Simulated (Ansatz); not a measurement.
Stepwise reaction of `[CH3][Ga]([CH3])[F]` with hydrogen fluoride, as a gas-phase model of exchange steps in deposition or etching. ΔE in kJ/mol.

Calculated with Ansatz (gas phase, PBE0-D4/def2-TZVP geometries, no zero-point term in ΔE). CCSD(T)/CBS is the MP2 limit (def2-TZVPP, def2-QZVPP) plus CCSD(T) − MP2 in def2-TZVPP, frozen cores. This one scheme is used for every species. DFT in def2-TZVPP. B3LYP here is the variant with VWN-RPA as its local correlation; programs differ in this. For Ga outer-core shells are correlated without core-valence functions, which leaves a few kJ/mol of doubt a bond. Scalar relativity is left out up to krypton.

| step | reaction | PBE-D4 | B3LYP-D4 | ωB97M-V | CCSD(T)/CBS |
| --- | --- | --- | --- | --- | --- |
| 1 | `[CH3][Ga]([CH3])[F]` + H–F → `[CH3][Ga]([F])[F]` + CH₄ | -100.2 | -108.5 | -104.5 | -96.0 |
| 2 | `[CH3][Ga]([F])[F]` + H–F → `[F][Ga]([F])[F]` + CH₄ | -52.0 | -59.3 | -57.4 | -49.0 |

(1) By hand: ΔE of the 2 steps together at CCSD(T)/CBS.

Answers

(1) (-96.0) + (-49.0) = -145.0 kJ/mol, or -72.5 kJ/mol a step.

In ΔE each step is higher than the one before. All are downhill at CCSD(T)/CBS. PBE-D4 differs from CCSD(T)/CBS by -4.2 to -3.0 kJ/mol a step. Isolated molecules leave out the surface, adducts and barriers. Largest T1 diagnostic: 0.015.
